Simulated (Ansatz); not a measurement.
Basis-set extrapolation for `OB[Si](F)(F)Cl` (PBE0-D4/def2-TZVP geometry, frozen core, Ansatz 0.2.0). Multiplicity 1, RHF reference.

```tsv
	def2-TZVPP	def2-QZVPP
HF	-1048.421593	-1048.458198
MP2 correlation	-1.129199	-1.233592
CCSD(T) correlation	-1.200230	not run
```

Energies in hartree. Use E(X) = E(∞) + A·exp(−7.88·√X) for Hartree–Fock and E(X) = E(∞) + B·X^(−2.97) for correlation, with X = 3 and 4, and add CCSD(T) minus MP2 of the smaller set to the MP2 limit.

**Question.** What is the CCSD(T) energy at the basis-set limit?

**Answer.** HF limit: -1048.458198 + (-0.036605) × 0.13774 = -1048.46324. MP2 limit: -1.233592 + (-0.104393) × 0.74074 = -1.31092. Higher-order term: -1.200230 − (-1.129199) = -0.07103. Total: -1049.84519 hartree, 6.08 eV below CCSD(T)/def2-TZVPP.
